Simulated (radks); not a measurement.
Values are calculated unless marked as measured or tabulated.
Charge is removed step by step from the 4p down level of Ho3+, starting from [Ar] 3d10 4s2 4p(up 3, down 3) 4d10 4f10 5s2 5p6. Code: a radial shooting solver on a logarithmic mesh with Libxc functionals. Model: scalar-relativistic Kohn-Sham, r2SCAN, spin-polarised, spherical densities, finite nucleus; open shells are filled with parallel spins first (spin-orbit coupling, left out, can overturn this in heavy ions); meta-GGA in the generalised Kohn-Sham scheme; Fermi nuclear charge, rms radius 5.2022 fm.

| removed (e) | E - E(0) (eV) | eigenvalue (eV) | E minus straight line (eV) |
|---|---|---|---|
| 0 | 0.000 | -339.32 | 0.000 |
| 0.25 | 85.416 | -344.80 | -2.124 |
| 0.5 | 172.22 | -350.45 | -2.857 |
| 0.75 | 260.46 | -356.23 | -2.160 |
| 1 | 350.16 | -362.15 | 0.000 |

Removing the whole electron costs 350.16 eV by Delta-SCF, against 339.32 eV from minus the eigenvalue at the starting occupation. Slater's transition state (half an electron removed) gives 350.45 eV. Integrating minus the eigenvalue over the occupation (Janak's theorem) gives 350.54 eV. In this scalar-relativistic scheme the density is built from large components alone, so the theorem holds only approximately. The mean slope of the eigenvalue, de/dn, is 22.8 eV per electron.
